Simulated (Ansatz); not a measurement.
Cost and result for the atomization energy of CH3GaOS (`[OH][Ga]1[CH2][S]1`) (7 atoms, 7 bonds).

Charge 0, multiplicity 1. Correlated methods include outer-core shells of Ga, which these sets cover unevenly. Scalar relativity is left out up to krypton. The geometry is a stationary point of PBE0-D4/def2-TZVP. It is one conformer, not always the lowest. Program: Ansatz. Hardware: A = 2 threads of an AMD EPYC 7R13 on a shared host; B = 2 threads of an AMD EPYC 7R13 on a shared host and a share of an NVIDIA H100 80 GB. Times are those of one run each, without the atoms' runs, and a repeat can differ threefold. Electronic energies, without spin–orbit coupling; frozen cores. CCSD(T)/CBS adds CCSD(T) − MP2 in def2-TZVPP to the MP2 limit, and its time is that of the two runs behind it. T1 = 0.015. With those shells the extrapolation isn't a true limit. B3LYP takes the VWN-RPA correlation (the form of Gaussian; ORCA's B3LYP/G).

CCSD(T)/CBS is a level of theory with its own doubt, some kJ/mol a heavy atom from the limit and from the frozen cores, so smaller differences don't rank the functionals.

| level | functions | wall time |
| --- | --- | --- |
| revPBE-D4/def2-TZVPP [A] | 194 | 2.5 s |
| BHLYP-D4/def2-TZVPP [A] | 194 | 4.4 s |
| PBE0-D4/def2-TZVPP [A] | 194 | 4.6 s |
| CAM-B3LYP-D4/def2-TZVPP [A] | 194 | 5.5 s |
| CCSD(T)/def2-SVP [A] | 93 | 6.5 s |
| B3LYP-D4/def2-TZVPP (with forces) [A] | 194 | 7 s |
| r2SCANh-D4/def2-TZVPP [A] | 194 | 7.5 s |
| PBE-QIDH/def2-TZVPP [A] | 194 | 7.5 s |
| CCSD(T)/def2-TZVPP [B] | 194 | 8.5 s |
| B2PLYP/def2-TZVPP [A] | 194 | 8.5 s |
| B97M-V/def2-TZVPP [A] | 194 | 10 s |
| CCSD(T)/def2-QZVPP [B] | 363 | 37 s |
| CCSD(T)/CBS(def2) | – | 46 s |

**Question.** What atomization energy does each give, and how far from CCSD(T)/CBS? (Estimate.)

**Answer.** Ansatz gave: 
```json
{"level": "revPBE-D4/def2-TZVPP [A]", "atomization (kcal/mol)": "554.5", "difference from CCSD(T)/CBS": "-6.6", "per bond": "-0.9"}
{"level": "BHLYP-D4/def2-TZVPP [A]", "atomization (kcal/mol)": "526.6", "difference from CCSD(T)/CBS": "-34.5", "per bond": "-4.9"}
{"level": "PBE0-D4/def2-TZVPP [A]", "atomization (kcal/mol)": "557.4", "difference from CCSD(T)/CBS": "-3.7", "per bond": "-0.5"}
{"level": "CAM-B3LYP-D4/def2-TZVPP [A]", "atomization (kcal/mol)": "552.0", "difference from CCSD(T)/CBS": "-9.1", "per bond": "-1.3"}
{"level": "CCSD(T)/def2-SVP [A]", "atomization (kcal/mol)": "516.7", "difference from CCSD(T)/CBS": "-44.4", "per bond": "-6.3"}
{"level": "B3LYP-D4/def2-TZVPP (with forces) [A]", "atomization (kcal/mol)": "548.8", "difference from CCSD(T)/CBS": "-12.3", "per bond": "-1.8"}
{"level": "r2SCANh-D4/def2-TZVPP [A]", "atomization (kcal/mol)": "556.4", "difference from CCSD(T)/CBS": "-4.7", "per bond": "-0.7"}
{"level": "PBE-QIDH/def2-TZVPP [A]", "atomization (kcal/mol)": "556.3", "difference from CCSD(T)/CBS": "-4.8", "per bond": "-0.7"}
{"level": "CCSD(T)/def2-TZVPP [B]", "atomization (kcal/mol)": "544.6", "difference from CCSD(T)/CBS": "-16.5", "per bond": "-2.4"}
{"level": "B2PLYP/def2-TZVPP [A]", "atomization (kcal/mol)": "548.4", "difference from CCSD(T)/CBS": "-12.7", "per bond": "-1.8"}
{"level": "B97M-V/def2-TZVPP [A]", "atomization (kcal/mol)": "560.4", "difference from CCSD(T)/CBS": "-0.7", "per bond": "-0.1"}
{"level": "CCSD(T)/def2-QZVPP [B]", "atomization (kcal/mol)": "555.2", "difference from CCSD(T)/CBS": "-5.9", "per bond": "-0.9"}
{"level": "CCSD(T)/CBS(def2)", "atomization (kcal/mol)": "561.1", "difference from CCSD(T)/CBS": "0.0", "per bond": "0.0"}
```

At CCSD(T), def2-SVP lies −44.4 kcal/mol from the extrapolated value and def2-TZVPP −16.5 kcal/mol: correlation converges slowly with the basis, and small sets miss more of it in the bonded molecule than in its fragments. From BLYP to BHLYP (50 % exact exchange), in def2-TZVPP and without D4, the atomization energy moves by −21.6 kcal/mol: exact exchange takes away binding that semilocal exchange gives to molecules. In def2-TZVPP, CCSD(T) changes the Hartree–Fock value by +174.4 kcal/mol (the triples alone add +13.4 kcal/mol) and MP2 by +192.6 kcal/mol; breaking electron pairs costs correlation energy, which Hartree–Fock lacks.
